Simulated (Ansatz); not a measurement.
Input and output for `[NH2][In]([NH2])[Te][SiH]1[PH][GeH2]1`.

```yaml
crystal:
  periodic: [false, false, false]
  atoms:
    - {symbol: N, position_ang: [-2.771217, 0.291914, 2.828351]}
    - {symbol: In, position_ang: [-1.415593, 0.210805, 1.196589]}
    - {symbol: N, position_ang: [0.336049, 0.916724, 1.531403]}
    - {symbol: Te, position_ang: [-2.100593, -1.575824, -1.078680]}
    - {symbol: Si, position_ang: [0.061895, -1.204960, -2.320407]}
    - {symbol: P, position_ang: [1.061080, 0.996038, -2.553930]}
    - {symbol: Ge, position_ang: [2.240601, -0.715154, -1.473850]}
    - {symbol: H, position_ang: [-2.678945, 1.186186, 3.223473]}
    - {symbol: H, position_ang: [-3.997514, 0.403348, 2.452357]}
    - {symbol: H, position_ang: [0.579459, 1.185603, 2.443201]}
    - {symbol: H, position_ang: [1.210254, 0.441425, 1.144082]}
    - {symbol: H, position_ang: [0.052867, -1.343838, -3.489812]}
    - {symbol: H, position_ang: [0.553712, 1.160698, -1.154926]}
    - {symbol: H, position_ang: [2.807982, -0.692277, 0.242569]}
    - {symbol: H, position_ang: [3.354010, -1.241876, -2.241062]}
basis:
  gaussian: {orbitals: def2-mTZVP}
magnetization: {spin_polarized: true, initial_magnetization: 2}
hamiltonian: {xc: {name: BHLYP}}
scf: {lower_state_search: off}
output: {forces: true}
```

```sh
$ ansatz run in.yaml --threads 4 --pin off --events-out ev --progress --plain --max-ram 66560MiB --backend cpu
```

It prints (some lines left out):

```
Functional definition: BHLYP
2145 factors; integrals over basis functions are off by at most 1.0e-3 eV
mean field evaluation 1: about -89236.5079 eV, gradient 5.8e1 eV
mean field evaluation 2: about -89124.1420 eV, gradient 1.2e2 eV
mean field evaluation 4: about -89250.2181 eV, gradient 1.2e1 eV
mean field evaluation 8: about -89251.2894 eV, gradient 7.8e-1 eV
mean field evaluation 16: about -89251.4470 eV, gradient 6.5e-2 eV
mean field evaluation 32: about -89251.4474 eV, gradient 6.5e-4 eV
mean field -89251.44735527 eV, -3279.9301935022 hartree, gradient 7.5e-6 eV, S^2 2.027035; 0 other end points of the search recorded, 0 dependent functions left out
reference -89251.44760719 eV, -3279.9302027602 hartree; 65, 63 occupied and 149, 151 virtual orbitals, 2145 factors
Total energy: -89251.44760719 eV, -3279.9302027602 hartree
Atom 0 at    -2.771217     0.291914     2.828351 Å, force    -5.280944    -0.737856    -2.005963 eV/Å
Atom 1 at    -1.415593     0.210805     1.196589 Å, force    -3.344395    -0.029085    -0.154837 eV/Å
Atom 2 at     0.336049     0.916724     1.531403 Å, force     5.040057    -0.477373    -1.043609 eV/Å
Atom 3 at    -2.100593    -1.575824    -1.078680 Å, force     0.613258    -0.920139    -1.499882 eV/Å
Atom 4 at     0.061895    -1.204960    -2.320407 Å, force    -0.039216     2.216373    10.791275 eV/Å
Atom 5 at     1.061080     0.996038    -2.553930 Å, force    -0.696107    -0.605103     2.664205 eV/Å
Atom 6 at     2.240601    -0.715154    -1.473850 Å, force    -0.144951     0.652153     2.646676 eV/Å
Atom 7 at    -2.678945     1.186186     3.223473 Å, force     0.302314     1.423865     0.938597 eV/Å
Atom 8 at    -3.997514     0.403348     2.452357 Å, force     5.153755    -0.684967     1.356669 eV/Å
Atom 9 at     0.579459     1.185603     2.443201 Å, force     0.307328     0.487791     1.326220 eV/Å
Atom 10 at     1.210254     0.441425     1.144082 Å, force    -1.969783     1.133680     0.781785 eV/Å
Atom 11 at     0.052867    -1.343838    -3.489812 Å, force    -0.312586    -2.335033   -10.921247 eV/Å
Atom 12 at     0.553712     1.160698    -1.154926 Å, force     0.386930     0.644292    -1.336676 eV/Å
Atom 13 at     2.807982    -0.692277     0.242569 Å, force    -1.195244     0.035987    -2.644039 eV/Å
Atom 14 at     3.354010    -1.241876    -2.241062 Å, force     1.179583    -0.804585    -0.899174 eV/Å
Dipole moment:     0.390512    -0.328577    -0.583222 e Å
Checks for a lower state left out: stability, starts, cluster_reference, orbital_swaps, neighbouring_geometries, increment
```

Hardware: 4 threads of an AMD EPYC 7R13 on a shared host. Wall time 15 s, peak host memory 1.2 GiB.
